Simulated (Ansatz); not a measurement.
F2Sr, singlet, geometry from GFN2-xTB (such geometries of metal compounds can be far from the true shape) (core potentials on Sr); R2SCAN/def2-SVP run with Ansatz (an electronic-structure program).

Here is a job for Ansatz.
Ansatz 0.2 input:
```yaml
crystal:
  periodic: [false, false, false]
  atoms:
    - {symbol: Sr, position_ang: [-0.41021296, -0.09466902, -0.03657170]}
    - {symbol: F, position_ang: [0.68751268, 1.35864233, -0.92031756]}
    - {symbol: F, position_ang: [1.04449760, -0.95892868, 1.07473142]}
basis:
  gaussian:
    orbitals: def2-SVP
hamiltonian:
  xc: r2scan
```

What the program printed (banner, timings and long lists left out):

```
Functional definition: r2SCAN
577 factors; their error is unknown
mean field evaluation 1: about -6259.7418 eV, gradient 6.3e1 eV
mean field evaluation 2: about -6072.3340 eV, gradient 3.0e2 eV
mean field evaluation 4: about -6266.5344 eV, gradient 3.9e0 eV
mean field evaluation 8: about -6266.5774 eV, gradient 2.6e-2 eV
mean field -6266.53954272 eV, -230.2910805820 hartree, gradient 4.0e-5 eV, S^2 0.000000; 0 other end points of the search recorded, 0 dependent functions left out
reference -6266.53955801 eV, -230.2910811440 hartree; 14, 14 occupied and 37, 37 virtual orbitals, 577 factors
Total energy: -6266.53955801 eV, -230.2910811440 hartree
```
